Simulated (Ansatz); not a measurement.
Relaxation of Ga2Se4⁻ with UKS PBE-D4/def2-SVPD.

```sh
$ ansatz run in.yaml --threads 4 --pin off --events-out ev --progress --plain --max-ram 4787MiB
```

```yaml
crystal:
  periodic: [false, false, false]
  atoms:
    - {symbol: Ga, position_ang: [0.702950, -1.251280, 0.577440]}
    - {symbol: Ga, position_ang: [-0.684770, 1.255630, -0.587990]}
    - {symbol: Se, position_ang: [1.649680, 0.959610, 0.103230]}
    - {symbol: Se, position_ang: [-1.738890, 3.097790, -1.392930]}
    - {symbol: Se, position_ang: [1.697290, -3.104530, 1.426690]}
    - {symbol: Se, position_ang: [-1.626260, -0.957200, -0.126440]}
basis:
  gaussian: {orbitals: def2-SVPD}
total_charge: -1
magnetization: {spin_polarized: true, initial_magnetization: 1}
hamiltonian: {xc: pbe, dispersion: d4}
scf: {lower_state_search: "off"}
output: {orbitals: {seedname: orbitals}}
relax: {f_tol: 0.02, max_steps: 100}
```

Run time 13 s (4 threads of Intel Xeon 6975P-C on a shared host), peak host memory 0.67 GiB.

Positions (Å) and forces (eV/Å) at steps 1, 2, 4 of 4:

```xyz
6
step=1 energy=-366064.2023 eV
Ga    0.703   -1.251    0.577   -0.313    0.561   -0.279
Ga   -0.685    1.256   -0.588    0.304   -0.538    0.280
Se    1.650    0.960    0.103   -0.566   -0.326   -0.041
Se   -1.739    3.098   -1.393   -0.005    0.032   -0.026
Se    1.697   -3.105    1.427    0.033   -0.042    0.026
Se   -1.626   -0.957   -0.126    0.547    0.313    0.040
6
step=2 energy=-366064.2494 eV
Ga    0.671   -1.197    0.547    0.058   -0.123    0.047
Ga   -0.657    1.200   -0.554   -0.077    0.121   -0.046
Se    1.629    0.949    0.102    0.019    0.010    0.002
Se   -1.703    3.045   -1.372   -0.014    0.041   -0.023
Se    1.672   -3.048    1.403    0.030   -0.039    0.020
Se   -1.612   -0.950   -0.125   -0.016   -0.010    0.000
6
step=4 energy=-366064.2541 eV
Ga    0.675   -1.219    0.555   -0.001    0.002   -0.001
Ga   -0.675    1.219   -0.557    0.001   -0.002    0.001
Se    1.613    0.943    0.110    0.000    0.000    0.000
Se   -1.700    3.069   -1.395   -0.001    0.002   -0.001
Se    1.698   -3.066    1.403    0.001   -0.002    0.000
Se   -1.611   -0.945   -0.116    0.000    0.000    0.001
```

The structure comes from a short search, and lower isomers may exist.
